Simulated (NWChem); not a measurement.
# GaHSeF2; SMILES [F][Ga]([F])[SeH]

```xyz
5

Ga    -0.0118     0.7598     0.0000
F     -1.4874     1.7175     0.0000
F      1.4857     1.6870     0.0000
Se    -0.0316    -1.5487     0.0000
H      1.4548    -1.5377     0.0000
```
Atoms are numbered in this order, from 1.

All runs: NWChem. Pople sets run with spherical d functions. Medium grid unless said otherwise, to which SCAN and Minnesota functionals are sensitive. Geometry: optimised at PBE-D3(BJ)/def2-SVP. Hybrids' shares of exact exchange are those that their runs print; pure functionals count as 0. The functionals differ in more than this share.

```csv
row,share of exact exchange,orbital gap (eV)
PBE/6-31G*,0.00,4.02
M06-L/6-31G*,0.00,4.54
TPSSh/6-31G*,0.10,withheld
B3LYP/6-31G*,0.20,5.55
B3PW91/6-31G*,0.20,5.73
BHandHLYP/6-31G*,0.50,8.02
```

Q: Fit a straight line of the last column on the one before it, predict the withheld value, and compare with the run.

A: 
1. Means of the 5 shown rows: x = 0.180, y = 5.572. Slope Σ(x − x̄)(y − ȳ)/Σ(x − x̄)² = 1.251/0.1680 = 7.448; intercept 4.231.
2. The shown rows scatter about the line by 0.186 (root mean square); the largest residual is +0.31, at M06-L/6-31G*.
3. At x = 0.10 (TPSSh/6-31G*; inside the shown range) the line gives 4.98.
4. The run gives 5.09, +0.11 from the line, 0.6 times the scatter.
